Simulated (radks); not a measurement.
The numbers below are computed, except where a source is named.
Task: Ionisation of the nitrogen ion N5+, [He], to N6+, 1s1, under several functionals. Non-relativistic Kohn-Sham, spin-polarised, spherical densities, point nucleus; open shells are filled with parallel spins first; a radial shooting solver on a logarithmic mesh with Libxc functionals. Known Delta-SCF values: exchange-only PBE 549.79 eV; TASK exchange with Perdew-Wang LDA correlation 554.49 eV. What does exchange-only LDA give, and what is its highest occupied eigenvalue?

Result: 543.19 eV by Delta-SCF; the 1s eigenvalue is -504.73 eV. NIST: 552.07 eV (theoretical).
